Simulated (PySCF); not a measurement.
A structure optimised at B3LYP-D3(BJ)/def2-SVP, used in a PySCF frequency run:

```xyz
15

C     -0.2721     2.7084     0.0000
O      0.6880     1.6793     0.0000
C      0.2690     0.3867     0.0000
C      1.2875    -0.5849     0.0000
C      0.9663    -1.9459     0.0000
C     -0.3760    -2.2789     0.0000
C     -1.4110    -1.3723     0.0000
C     -1.0799    -0.0037     0.0000
H      0.2828     3.6561     0.0000
H     -0.9160     2.6708    -0.8977
H     -0.9160     2.6708     0.8977
H      2.3256    -0.2454     0.0000
H      1.7576    -2.7004     0.0000
H     -2.4602    -1.6801     0.0000
H     -1.8800     0.7368     0.0000
```
Charge 0, spin multiplicity 2.

Question: Write its SMILES, formula and point group.

Answer: COc1cc[c]cc1, C7H7O, Cs

Question: What are its rotational constants (standard atomic weights)?

Answer: 4.9806, 1.6311, 1.2385 GHz
